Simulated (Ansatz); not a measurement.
Input file for `[GeH3][SiH2][GeH2][SiH2][GeH2][GeH3]`:

```yaml
crystal:
  periodic: [false, false, false]
  atoms:
    - {symbol: Ge, position_ang: [-1.928956, 1.745231, -0.877350]}
    - {symbol: Si, position_ang: [-2.188778, -0.615485, -1.036681]}
    - {symbol: Ge, position_ang: [-0.109200, -1.743912, -1.327727]}
    - {symbol: Si, position_ang: [0.956747, -2.114277, 0.767628]}
    - {symbol: Ge, position_ang: [1.061669, -0.069858, 1.977567]}
    - {symbol: Ge, position_ang: [2.146784, 1.626303, 0.626978]}
    - {symbol: H, position_ang: [-1.152318, 2.275930, -2.093731]}
    - {symbol: H, position_ang: [-3.305802, 2.431574, -0.838590]}
    - {symbol: H, position_ang: [-1.161176, 2.138808, 0.395352]}
    - {symbol: H, position_ang: [-3.079830, -0.907212, -2.194297]}
    - {symbol: H, position_ang: [-2.855237, -1.125703, 0.193654]}
    - {symbol: H, position_ang: [-0.345862, -3.090650, -2.039314]}
    - {symbol: H, position_ang: [0.807325, -0.896140, -2.230529]}
    - {symbol: H, position_ang: [2.335562, -2.636074, 0.555819]}
    - {symbol: H, position_ang: [0.181652, -3.130379, 1.532292]}
    - {symbol: H, position_ang: [-0.368634, 0.385107, 2.323756]}
    - {symbol: H, position_ang: [1.832324, -0.245512, 3.299866]}
    - {symbol: H, position_ang: [3.648295, 1.312262, 0.513780]}
    - {symbol: H, position_ang: [1.549163, 1.635086, -0.790038]}
    - {symbol: H, position_ang: [1.976301, 3.024890, 1.241567]}
basis:
  gaussian: {orbitals: def2-SVP}
correlation: {method: ccsd_t}
```

```sh
$ ansatz run in.yaml --threads 6 --pin off --events-out ev --progress --plain --backend cuda
```

Log, shortened:

```
Functional definition: HF
2314 factors; integrals over basis functions are off by at most 1.5e-3 eV
mean field evaluation 1: about -241804.6310 eV, gradient 2.2e1 eV
mean field evaluation 2: about -241804.6349 eV, gradient 2.2e1 eV
mean field evaluation 4: about -241807.2160 eV, gradient 3.9e0 eV
mean field evaluation 8: about -241807.2506 eV, gradient 8.4e-5 eV
mean field -241807.25057528 eV, -8886.2525558001 hartree, gradient 1.0e-6 eV, S^2 0.000000; 0 other end points of the search recorded, 0 dependent functions left out
46 core orbitals not correlated: weight in the atoms' cores, before any rotation towards them, 1.000 or more for the frozen orbitals, at most 0.000 for the correlated occupied ones
reference -241807.25057528 eV, -8886.2525558001 hartree; 39, 39 occupied and 149, 149 virtual orbitals, 2314 factors
second order -31.32401779 eV of doubles, -0.00000000 eV of singles
cycle   1  -31.88658255 eV  change   -5.6e-1 eV  update   1.5e-1
cycle   2  -33.18613893 eV  change    -1.3e0 eV  update   4.5e-2
cycle   3  -33.29282889 eV  change   -1.1e-1 eV  update   1.9e-2
cycle   4  -33.28334168 eV  change    9.5e-3 eV  update   4.4e-3
cycle   5  -33.28327276 eV  change    6.9e-5 eV  update   1.2e-3
cycle   6  -33.28209398 eV  change    1.2e-3 eV  update   3.4e-4
cycle   7  -33.28187765 eV  change    2.2e-4 eV  update   9.1e-5
cycle   8  -33.28191043 eV  change   -3.3e-5 eV  update   2.4e-5
perturbative correction -1.01590419 eV, -0.0373337904 hartree
Total energy: -241841.54838989 eV, -8887.5129772394 hartree
```

Hardware: 6 threads of an AMD EPYC 7R13 on a shared host and a share of an NVIDIA H100 80 GB. Wall time 3.8 s, peak host memory 0.86 GiB.

MP2 recovers 91.3 % of the CCSD(T) correlation energy and the triples give 3.0 %; T1 = 0.0108.
